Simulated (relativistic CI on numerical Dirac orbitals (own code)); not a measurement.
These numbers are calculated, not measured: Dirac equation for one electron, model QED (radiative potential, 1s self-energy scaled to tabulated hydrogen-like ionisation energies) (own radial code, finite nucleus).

Configurations in the expansion: 1s, 2s, 2p, 3s, 3p, 3d, 4s, 4p, 4d, 4f, 5s, 5p, 5d, 5f, 5g, 6s, 6p, 6d. Levels of other configurations are missing.

Outline of the computed level scheme of Mo XLII. Lowest level of each configuration: 1s ²S1/2 at 0.0 eV; 2p ²P°1/2 at 18386.8 eV; 2s ²S1/2 at 18389.8 eV; 3p ²P°1/2 at 21839.9 eV; 3s ²S1/2 at 21840.8 eV; 3d ²D3/2 at 21884.3 eV; 4p ²P°1/2 at 23042.3 eV; 4s ²S1/2 at 23042.7 eV; 4d ²D3/2 at 23061.0 eV.

Some strong electric-dipole decays among the lowest 14 levels: 2p ²P°1/2 → 1s ²S1/2 (2.0e+15 s⁻¹); 2p ²P°3/2 → 1s ²S1/2 (1.9e+15 s⁻¹); 3p ²P°3/2 → 1s ²S1/2 (5.2e+14 s⁻¹); 3p ²P°1/2 → 1s ²S1/2 (5.1e+14 s⁻¹); 4p ²P°3/2 → 1s ²S1/2 (2.1e+14 s⁻¹); 4p ²P°1/2 → 1s ²S1/2 (2.1e+14 s⁻¹); 3d ²D5/2 → 2p ²P°3/2 (2.0e+14 s⁻¹); 3d ²D3/2 → 2p ²P°1/2 (1.7e+14 s⁻¹).
